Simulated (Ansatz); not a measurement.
Species: SeF$_{2}$ (charge -1, doublet). SMILES of the parent species: F[Se]F
Geometry from a B3LYP-D3(BJ)/def2-TZVP (Ansatz, a first-principles code) optimisation:
```
Se
F 1 1.8566
F 1 2.0527 2 79.71
```
Charge -1, spin multiplicity 2.

Problem. Give the harmonic wavenumbers at B3LYP-D3(BJ)/def2-TZVP (Ansatz, finite differences of forces, unscaled).

Solution. 127, 292, 510 cm⁻¹. Zero-point energy 1.3 kcal/mol.

Problem. From these and the geometry, give the ideal-gas thermochemistry at 298.15 K and 1 atm (rigid rotor, harmonic oscillator).

Solution. Point group Cs, rotational symmetry number 1. Rotational constants 9.574, 7.785, 4.294 GHz. S(trans) 40.19, S(rot) 24.42, S(vib) 5.09, S(elec, spin only) 1.38, S 71.1 cal/(mol K). H(298) - H(0) 3.21 kcal/mol; G - E(el) -16.7 kcal/mol.
